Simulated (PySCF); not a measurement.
# Reading the logs of faulty runs: BCH6OSi

These are calculations, not measurements. They come from PySCF 2.14.0, an open-source quantum chemistry program, on an isolated molecule that a program drew, which may never have been made. The molecule is BCH6OSi (charge 0, doublet), drawn as the SMILES string `OBC[SiH2]`.

Each row is a Hartree-Fock (HF) and frozen-core CCSD(T) single point in the cc-pV(D+d)Z basis, meant for a local HF minimum. Run 1 is clean. Each other run has one planted mistake out of seven kinds, and not every kind appears here: one electron removed, one electron added, multiplicity raised by two, geometry at a saddle point, minimal basis STO-3G, one bond length entered in bohr, all coordinates scaled. The reference is restricted for singlets and unrestricted otherwise, and also for a bond in bohr. Adding or removing an electron swaps singlet and doublet. Electrons count all cores. HOMO and LUMO are orbital energies over both spins, the gradient is its largest component, and the lowest frequency (negative if imaginary) is given only where the gradient is small. Bond lengths are over the 9 bonds as drawn. T1 is the CCSD diagnostic: over 0.02 (restricted) or 0.045 (unrestricted) a single reference is doubtful.

Geometry of the clean run:
```xyz
10
BCH6OSi, angstrom
O     1.7697   -1.6175   -0.5358
B     1.4480   -0.3484   -0.1990
C     0.0651    0.3243   -0.5499
Si    0.1439    1.4626   -2.0659
H     1.0860   -2.0886   -0.9882
H     2.3057    0.2654    0.3778
H    -0.7283   -0.4107   -0.7406
H    -0.2605    0.9567    0.2833
H     0.5088    0.7026   -3.2891
H    -1.1558    2.1447   -2.2844
```

| run | electrons | basis functions | <S^2> | HOMO (eV) | LUMO (eV) | gradient (hartree/bohr) | lowest frequency (cm^-1) | mean bond (Å) | longest bond (Å) | T1 | HF (hartree) | CCSD(T) (hartree) | mistake |
|---|---|---|---|---|---|---|---|---|---|---|---|---|---|
| 1 | 39 | 95 | 0.754 | -8.88 | 1.61 | 3.2e-05 | 63 | 1.3486 | 1.897 | 0.0138 | -429.87093 | -430.43272 | no fault |
| 2 | 40 | 95 | 0.000 | -0.22 | 8.36 | 5.6e-02 | - | 1.3486 | 1.897 | 0.0133 | -429.84292 | -430.43561 | one electron added |
| 3 | 39 | 95 | 1.583 | -8.71 | 1.66 | 2.5e-02 | - | 1.5046 | 2.981 | 0.0425 | -429.73223 | -430.27795 | one bond length entered in bohr |
| 4 | 39 | 95 | 3.770 | -4.63 | -2.26 | 8.7e-02 | - | 1.3486 | 1.897 | 0.0309 | -429.61676 | -430.18429 | multiplicity raised by two |
| 5 | 38 | 95 | 0.000 | -16.98 | -7.00 | 6.5e-02 | - | 1.3486 | 1.897 | 0.0157 | -429.57886 | -430.13454 | ? |

**Which mistake was planted in run 5, and what did it cost?**

It counts 38 electrons, one fewer than the clean run, at the same geometry and basis. So the mistake is: one electron removed. Subtracting run 1 and multiplying by 627.51 kcal/mol a hartree, the energy moved by 183.3 kcal/mol in HF and 187.1 kcal/mol in CCSD(T).

